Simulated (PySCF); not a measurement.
Two species compared at the same levels of theory.

First species: C5H8FP.
Structure used (GFN2-xTB), in Å, numbered top down from 1:
```xyz
15
C5H8FP angstrom
C     -2.373    0.768   -0.187
C     -1.846   -0.271   -0.810
C     -1.008   -1.306   -0.139
P      0.759   -1.241   -0.776
C      1.364    0.060    0.099
C      2.754    0.578   -0.003
F      0.612    0.741    0.998
H     -2.226    0.925    0.869
H     -2.968    1.500   -0.705
H     -1.994   -0.409   -1.874
H     -1.004   -1.170    0.943
H     -1.381   -2.308   -0.375
H      3.230    0.579    0.979
H      3.328   -0.044   -0.685
H      2.750    1.606   -0.369
```

Second species: C₂H₆O₂S₂Si.
SMILES: `[Si]1(O)(O)SCCS1`

Levels: CAM-B3LYP/def2-SVPD for HOMO energy, LUMO energy, HOMO–LUMO gap and static isotropic polarisability; TDDFT CAM-B3LYP/def2-SVPD for lowest singlet excitation; TDA CAM-B3LYP/def2-SVPD for lowest triplet excitation (Tamm–Dancoff). Geometries: GFN2-xTB. Each structure is a single optimised conformer of the isolated species, non-relativistic unless stated; the electronic structure was computed with PySCF and density fitting.

Dipoles, sizes and rotational constants follow the conformer. The torsions of the flexible species, by atom-mapped SMILES:
- `[CH2:1]=[CH:2][CH2:3]/[P:4]=[C:5](/[CH3:6])[F:7]`: C1–C2–C3–P4 -114°, C2–C3–P4–C5 79°

The conformers of `O[Si]1(O)SCCS1` aren't listed.

Values for the first species:

* HOMO energy: -8.04 eV
* LUMO energy: -0.24 eV
* HOMO–LUMO gap: 7.80 eV
* Lowest singlet excitation: 4.83 eV
* Lowest triplet excitation (Tamm–Dancoff): 2.65 eV
* Static isotropic polarisability: 89.0 au

Task: Estimate the same properties for the second species, and the change in each.

Result: 
```csv
property,first,second,second less first
HOMO energy,-8.04 eV,-8.22 eV,-0.18 eV
LUMO energy,-0.24 eV,0.49 eV,+0.73 eV
HOMO–LUMO gap,7.80 eV,8.71 eV,+0.91 eV
lowest singlet excitation,4.83 eV,5.39 eV,+0.56 eV
lowest triplet excitation (Tamm–Dancoff),2.65 eV,5.01 eV,+2.36 eV
static isotropic polarisability,89.0 au,91.0 au,+2.0 au
```

On the first: In wavenumbers S1 is 38900 cm⁻¹ (1 eV = 8065.54 cm⁻¹). The principal polarisabilities are 67.6, 94.0 and 105.5 au; their mean is the isotropic value.

On the second: S1 lies 3.32 eV below the HOMO–LUMO gap; its leading configuration is HOMO→LUMO+1, weight 0.51, beside HOMO→LUMO, weight 0.29. The vertical singlet–triplet gap S1 − T1 is 0.38 eV (TDDFT singlet less Tamm–Dancoff triplet; S1: HOMO→LUMO+1, weight 0.51, beside HOMO→LUMO, weight 0.29; T1: HOMO→LUMO+1, weight 0.46, beside HOMO→LUMO, weight 0.25).
